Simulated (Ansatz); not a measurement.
## Molecular dynamics of H4OSn

Input file:

```yaml
crystal:
  periodic: [false, false, false]
  atoms:
    - { symbol: Sn, position_ang: [0.209424, 0.033302, -0.372272] }
    - { symbol: O, position_ang: [0.858015, 0.200702, 1.749501] }
    - { symbol: H, position_ang: [0.769027, -0.613826, 2.267577] }
    - { symbol: H, position_ang: [1.735245, -0.048351, 0.534691] }
    - { symbol: H, position_ang: [-0.771691, 1.441071, -0.615423] }
    - { symbol: H, position_ang: [-0.910318, -1.294296, -0.413571] }
basis:
  gaussian: { orbitals: def2-SVPD }
hamiltonian:
  xc: b3lyp
  dispersion: d4
md:
  timestep: 0.5
  n_steps: 200
  ensemble: nve
  temperature: 100.0
  initial_velocities: maxwell_boltzmann
  seed: 5337
```

Launched with:

```bash
$ ansatz run input.yaml --threads 2 --pin off --max-ram 3072MiB --backend cpu --events-out ev --progress --plain --runs-dir out
```

It starts at the highest image of a converged band. Of that band: Neighbouring images differ by up to 1.5 eV, so the band resolves the path poorly. A vibrational analysis at the climbing image gives one clearly imaginary mode, 1320i cm⁻¹: a first-order saddle point.

Output, in part (step lines, the closing report, with atoms numbered from 0):

```
md step     0: t =     0.00 fs  T =   100.0 K  F+E_penalty+E_count = -7941.99731120 eV  E_kin = 0.051704 eV  conserved = -7941.94560720 eV  (27 SCF iters)
md step     1: t =     0.50 fs  T =    96.6 K  F+E_penalty+E_count = -7941.99550842 eV  E_kin = 0.049953 eV  conserved = -7941.94555588 eV  (26 SCF iters)
md step     2: t =     1.00 fs  T =    87.9 K  F+E_penalty+E_count = -7941.99091362 eV  E_kin = 0.045469 eV  conserved = -7941.94544416 eV  (26 SCF iters)
md step     3: t =     1.50 fs  T =    77.2 K  F+E_penalty+E_count = -7941.98524899 eV  E_kin = 0.039926 eV  conserved = -7941.94532315 eV  (26 SCF iters)
md step     4: t =     2.00 fs  T =    68.0 K  F+E_penalty+E_count = -7941.98040372 eV  E_kin = 0.035165 eV  conserved = -7941.94523877 eV  (27 SCF iters)
md step     5: t =     2.50 fs  T =    62.8 K  F+E_penalty+E_count = -7941.97770551 eV  E_kin = 0.032487 eV  conserved = -7941.94521804 eV  (24 SCF iters)
md step     6: t =     3.00 fs  T =    62.3 K  F+E_penalty+E_count = -7941.97748228 eV  E_kin = 0.032218 eV  conserved = -7941.94526459 eV  (24 SCF iters)
md step     7: t =     3.50 fs  T =    65.1 K  F+E_penalty+E_count = -7941.97900293 eV  E_kin = 0.033645 eV  conserved = -7941.94535832 eV  (26 SCF iters)
[... lines left out ...]
Total energy: -7943.09606837 eV, -291.9033964888 hartree
Atom 0 at     0.125582     0.032550    -0.625062 Å, force     0.258997     0.074228    -0.630904 eV/Å
Atom 1 at     1.441280     0.186645     3.256109 Å, force    -3.584350    -1.590107    -0.325824 eV/Å
Atom 2 at     1.246888    -0.518895     3.969802 Å, force     0.419559     1.644521    -1.676653 eV/Å
Atom 3 at     0.530482     0.212824     2.690150 Å, force     3.165708    -0.046430     1.924121 eV/Å
Atom 4 at     0.366586     1.289168     0.614723 Å, force    -0.186065    -0.147570     0.305223 eV/Å
Atom 5 at    -0.705345    -1.186802     0.356262 Å, force    -0.073850     0.065358     0.404036 eV/Å
Dipole moment:    -0.300717    -0.206112    -0.154088 e Å
```

The steps, from the saved trajectory:

```
time (fs)  T (K)  potential energy less start (eV)  conserved less start (meV/atom)
      0.0    100                             0.000                             0.00
      3.0     62                             0.020                             0.06
      6.0     54                             0.024                             0.06
      9.0    111                            -0.006                             0.03
     12.0    316                            -0.111                             0.18
     15.0   1394                            -0.670                            -0.19
     18.0   1521                            -0.728                             1.07
     21.0   1907                            -0.935                            -0.04
     24.0   1934                            -0.947                             0.26
     27.0   2585                            -1.284                             0.07
     30.0   3094                            -1.554                            -0.92
     33.0   2095                            -1.029                             0.45
     36.0   2952                            -1.486                            -1.85
     39.0   3177                            -1.600                            -1.52
     42.0   1875                            -0.915                             0.46
     45.0   3151                            -1.594                            -2.71
     48.0   3268                            -1.653                            -2.58
     51.0   1776                            -0.864                             0.48
     54.0   2831                            -1.426                            -2.32
     57.0   2449                            -1.230                            -2.67
     60.0   1362                            -0.650                             0.45
     63.0   2583                            -1.294                            -1.73
     66.0   2351                            -1.178                            -2.37
     69.0   1637                            -0.793                             0.37
     72.0   2626                            -1.314                            -1.27
     75.0   2301                            -1.147                            -1.41
     78.0   1778                            -0.867                             0.08
     81.0   2205                            -1.089                            -0.18
     84.0   1743                            -0.838                             1.86
     87.0   2381                            -1.181                            -0.37
     90.0   1934                            -0.946                             0.30
     93.0   1955                            -0.955                             0.66
     96.0   2518                            -1.256                            -1.01
     99.0   1562                            -0.753                             0.48
```

All steps were run. The conserved energy stayed within 2.8 meV per atom of its start (net change -0.4 meV per atom), so the integration is sound. The system heated up, since it started high on the potential surface and ran downhill. A run of 0.1 ps of so small a system gives no equilibrium averages. The orbitals stay closed-shell, which can raise the energy where a bond breaks towards radicals; this wasn't checked here.

The step under study would form O2–H4 and break Sn1–O2, Sn1–H4. These pairs go: O2–H4 1.52 → 1.07 Å, Sn1–O2 2.23 → 4.10 Å, Sn1–H4 1.78 → 3.34 Å. In the last frame they stand as after the step (other bonds may differ from the relaxed reactants and products). It ends as H2O + H2Sn. Pairs count as bonded within 1.25 times the sum of covalent radii (0.12 Å more for H–H).

Last frame:

```xyz
6
Properties=species:S:1:pos:R:3
Sn 0.126 0.033 -0.625
O 1.441 0.187 3.256
H 1.247 -0.519 3.970
H 0.530 0.213 2.690
H 0.367 1.289 0.615
H -0.705 -1.187 0.356
```

The run took 3.3 min on 2 threads of Intel(R) Xeon(R) 6975P-C (Granite Rapids), with other jobs on the host, peak memory 0.19 GiB.
